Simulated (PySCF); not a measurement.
**Property card for `CC/C(Cl)=C\C#N`**

Species: C5H6ClN.
Geometry (GFN2-xTB, Å), atoms numbered from 1 in this order:
```xyz
13
C5H6ClN angstrom
C     -1.694   -0.292   -0.365
C     -0.545   -0.258    0.646
C      0.444    0.804    0.295
Cl    -0.108    2.423    0.512
C      1.674    0.585   -0.183
C      2.181   -0.710   -0.386
N      2.619   -1.755   -0.563
H     -2.207    0.666   -0.395
H     -1.316   -0.517   -1.359
H     -2.410   -1.060   -0.084
H     -0.037   -1.223    0.661
H     -0.949   -0.057    1.641
H      2.343    1.395   -0.438
```

Structural features include: nitrile, C=C double bond and C–Cl bond.

**GFN2-xTB geometry**

```
Point group of the GFN2-xTB geometry                  : C1
Rotational constants A, B, C of the GFN2-xTB geometry : 3.280, 1.441, 1.058 GHz
```

**PBE0/def2-SVPD ground state and vertical TDDFT (core frozen in the response) (PySCF)**

```
Dipole moment                                                     : 3.11 D
HOMO energy                                                       : -7.89 eV
LUMO energy                                                       : -1.73 eV
HOMO–LUMO gap                                                     : 6.16 eV
Lowest singlet excitation                                         : 5.75 eV (216 nm, f = 0.430)
Strongest line among the 8 lowest singlet transitions             : S1 at 5.75 eV (216 nm, f = 0.430)
Lowest triplet excitation (Tamm–Dancoff)                          : 3.49 eV
Static isotropic polarisability                                   : 80.1 au
Electronic spatial extent ⟨r²⟩ about the centre of nuclear charge : 1052 bohr²
```

Monoisotopic mass from the formula: 115.0189 u.

The polarisability is 11.87 Å³ as a volume (1 au = 0.148185 Å³), or 1.33 au for each of the 60 electrons. With B = h/(8π²I), that is 505.379 GHz u Å² over I, the principal moments of inertia are 154.1, 350.6 and 477.7 u Å² (most abundant isotopes). The largest Löwdin shares of the LUMO are 0.32 on C3, 0.20 on C5, 0.14 on N7 and 0.12 on C6. The principal polarisabilities are 56.2, 74.9 and 109.3 au; their mean is the isotropic value.

Geometry: GFN2-xTB, one conformer, isolated molecule.
